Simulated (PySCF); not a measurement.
B(SeH)3 (BH₃Se₃), SMILES [SeH]B([SeH])[SeH].

Geometry: B3LYP-D3(BJ)/def2-SVP. One conformer was computed; it need not be the lowest.

Vertical ionisation energy (IE) and electron affinity (EA) in eV. Rows of orbital energies are one-electron estimates. Where ΔSCF, EOM or ADC give a negative EA the extra electron is unbound and the value depends on the basis.

```csv
level,IE,EA
"−ε(HOMO), −ε(LUMO), HF/def2-TZVP (PySCF)",9.57,-2.12
"−ε(HOMO), −ε(LUMO), PBE/def2-TZVP (PySCF)",6.01,1.91
```
